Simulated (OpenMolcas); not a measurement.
# Ge III: effect of correlating more closed shells

```yaml
Program: OpenMolcas 26.06
Basis: ANO-RCC-VQZP [7s6p4d2f1g]
Scalar_Hamiltonian: DKH2, point nucleus
Active_space: 2 electrons in 8 orbitals (4s 4p 5s 5p)
State_averaging: 2S+1 = 3 even, 3 roots; 2S+1 = 1 even, 7 roots; 2S+1 = 3 odd, 3 roots; 2S+1 = 1 odd, 3 roots
Spin-orbit_coupling: RASSI with atomic mean-field integrals over the reference wave functions, term energies averaged over their components
```

Methods on the same reference wave functions:
A. CASSCF
B. MS-CASPT2, IPEA 0.25 Eh, imaginary shift 0.1 Eh (closed shells correlated: 3d)
C. MS-CASPT2, IPEA 0.25 Eh, imaginary shift 0.1 Eh (closed shells correlated: 3s 3p 3d)

Energies in cm-1 above 4s2 1S0, the measured ground level; measured values from Sugar and Musgrove, J. Phys. Chem. Ref. Data 22, 1213 (1993).

| Level | A | B | C | Measured |
| --- | --- | --- | --- | --- |
| 4s2 1S0 | 0.0 | 0.0 | 0.0 | 0.0 |
| 4s 4p 3P* 0 | 58960 | 60810 | 60860 | 61734 |
| 4s 4p 3P* 1 | 59627 | 61470 | 61520 | 62500 |
| 4s 4p 3P* 2 | 61017 | 62870 | 62920 | 64144 |
| 4s 4p 1P* 1 | 98902 | 92040 | 91830 | 91873 |

Deviations, from unrounded energies. A percentage is the sum of absolute deviations over the sum of measured energies, with the sign that they share, or ± where signs differ.

```tsv
Against measurement	Levels	A	B	C
mean absolute deviation (cm-1)	4	4000	850	780
other configurations (%)	4	±5.6	±1.2	-1.1
```

C lies closest to measurement on these levels and A furthest from it. The largest miss of C in the table is 4s 4p 3P* 2, by -1200 cm-1. The ranking rests on the paired levels alone, and a cruder setting can come out closer through cancelling errors.

Between B and C the level of the table that moves most is 4s 4p 1P* 1, by 210 cm-1 (lowest in C, highest in B). Moves below CASPT2's spread within the term are not significant.

The lowest spin-free term lies below A's lowest term by 0.431 hartree in B, 0.716 hartree in C.

What an inner shell adds also hangs on whether the basis holds functions to correlate it.

Over all roots computed the reference weight is 0.89 to 0.96 in B, 0.88 to 0.95 in C; the roots of lowest weight are the least certain, and an intruder state may touch them. The run also gave levels led by 4s 5s, which use shells meant for correlation; these and all levels above them are left out. Computed and measured levels are paired by configuration, term and J; levels that our copy of the source lacks, or whose pairing is in doubt (as where it misses far off the trend of its configuration), stay unpaired and out of the deviations. Levels of configurations outside the active space are missing. The table leaves out levels that lie high or whose names do not pair safely across all columns.

* marks odd parity.
